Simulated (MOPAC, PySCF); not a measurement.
C₃H₆O, SMILES `OC1CC1` (H–O–C–C torsion 144°), neutral singlet in the gas phase. 

Cartesian coordinates (Å):
SMILES: OC1CC1
```xyz
10

O      1.6179    -0.4382    -0.4395
C      0.4758    -0.2782     0.3653
C     -0.8239    -0.6017    -0.2861
C     -0.4873     0.8330     0.0582
H      2.2469     0.2558    -0.2031
H      0.6105    -0.5643     1.4057
H     -1.5804    -1.1148     0.2937
H     -0.7762    -0.8781    -1.3313
H     -1.0095     1.3096     0.8789
H     -0.2316     1.4857    -0.7670
```
Charge 0, multiplicity 1.

All levels are single points at this geometry (TPSSh-D3(BJ)/def2-TZVP); Pople sets use spherical d functions. Orbital energies aren't observables, and empty levels follow the basis.

SVWN5/6-31G* in PySCF gives dipole (D) = 1.52.

Estimate the dipole (D) from each of these levels: PBE-D3(BJ)/def2-TZVP in PySCF; TPSSh-D3(BJ)/def2-TZVP in PySCF; B3LYP/3-21G in PySCF; B3LYP/6-311+G** in PySCF; B3LYP/6-31G* in PySCF; BP86/6-31G* in PySCF; M06-2X/6-31G* in PySCF; PBE/6-31G* in PySCF; HF/3-21G in PySCF; HF/6-31G* in PySCF; HF/STO-3G in PySCF; AM1 in MOPAC.


| level | dipole (D) |
|---|---|
| PBE-D3(BJ)/def2-TZVP in PySCF | 1.47 |
| TPSSh-D3(BJ)/def2-TZVP in PySCF | 1.51 |
| B3LYP/3-21G in PySCF | 1.64 |
| B3LYP/6-311+G** in PySCF | 1.68 |
| B3LYP/6-31G* in PySCF | 1.54 |
| BP86/6-31G* in PySCF | 1.48 |
| M06-2X/6-31G* in PySCF | 1.61 |
| PBE/6-31G* in PySCF | 1.47 |
| HF/3-21G in PySCF | 1.92 |
| HF/6-31G* in PySCF | 1.75 |
| HF/STO-3G in PySCF | 1.41 |
| AM1 in MOPAC | 1.53 |
